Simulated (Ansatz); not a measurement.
Coupled-cluster run, `O[SiH]1[NH][Zn][S]1`.

```yaml
crystal:
  periodic: [false, false, false]
  atoms:
    - {symbol: O, position_ang: [-0.199651, 0.549618, 1.698349]}
    - {symbol: Si, position_ang: [0.299164, 0.436437, 0.137866]}
    - {symbol: N, position_ang: [0.368830, -1.148926, -0.530063]}
    - {symbol: Zn, position_ang: [-0.811156, -0.700142, -1.892506]}
    - {symbol: S, position_ang: [-1.107702, 1.379062, -1.246973]}
    - {symbol: H, position_ang: [-1.081109, 0.222791, 1.889081]}
    - {symbol: H, position_ang: [1.584902, 1.168438, 0.155104]}
    - {symbol: H, position_ang: [0.946712, -1.907268, -0.210867]}
basis:
  gaussian: {orbitals: def2-TZVPP}
correlation: {method: ccsd_t, frozen_orbitals: {H: 0, "N": 1, O: 1, S: 5, Si: 5, Zn: 9}}
output: {orbitals: {seedname: orbitals}}
```

```sh
$ ansatz run in.yaml --threads 4 --pin off --events-out ev --progress --plain --max-ram 10444MiB
```

Log, shortened:

```
Functional definition: HF
1571 factors; integrals over basis functions are off by at most 9.7e-4 eV
mean field evaluation 1: about -70621.3912 eV, gradient 5.4e1 eV
mean field evaluation 2: about -70621.8383 eV, gradient 5.4e1 eV
mean field evaluation 4: about -70627.5353 eV, gradient 5.8e0 eV
mean field evaluation 8: about -70627.6384 eV, gradient 8.5e-1 eV
mean field evaluation 16: about -70627.6410 eV, gradient 1.1e-5 eV
mean field -70627.64104717 eV, -2595.5179353490 hartree, gradient 2.0e-6 eV, S^2 0.000000; 1 other end points of the search recorded, 0 dependent functions left out
21 core orbitals not correlated: weight in the atoms' cores, before any rotation towards them, 1.000 or more for the frozen orbitals, at most 0.000 for the correlated occupied ones
reference -70627.64104717 eV, -2595.5179353490 hartree; 18, 18 occupied and 213, 213 virtual orbitals, 1571 factors
second order -33.74844281 eV of doubles, -0.00000000 eV of singles
cycle   1  -32.01857044 eV  change     1.7e0 eV  update   1.5e-1
cycle   2  -32.93095735 eV  change   -9.1e-1 eV  update   5.4e-2
cycle   3  -33.13409603 eV  change   -2.0e-1 eV  update   2.7e-2
cycle   4  -33.10072899 eV  change    3.3e-2 eV  update   9.5e-3
cycle   5  -33.08533468 eV  change    1.5e-2 eV  update   4.3e-3
cycle   6  -33.08987545 eV  change   -4.5e-3 eV  update   1.6e-3
cycle   7  -33.09006079 eV  change   -1.9e-4 eV  update   6.6e-4
cycle   8  -33.08935554 eV  change    7.1e-4 eV  update   3.0e-4
cycle   9  -33.08939846 eV  change   -4.3e-5 eV  update   1.4e-4
cycle  10  -33.08970095 eV  change   -3.0e-4 eV  update   6.7e-5
cycle  11  -33.08950617 eV  change    1.9e-4 eV  update   3.7e-5
cycle  12  -33.08952215 eV  change   -1.6e-5 eV  update   1.9e-5
perturbative correction -1.34488699 eV, -0.0494236855 hartree
Total energy: -70662.07545632 eV, -2596.7833765447 hartree
```

It took 3.4 min on 4 threads of an Arm Neoverse V2 on a shared host, with 5.2 GiB of host memory at the peak.

MP2 recovers 98.0 % of the CCSD(T) correlation energy and the triples give 3.9 %; T1 = 0.0170.
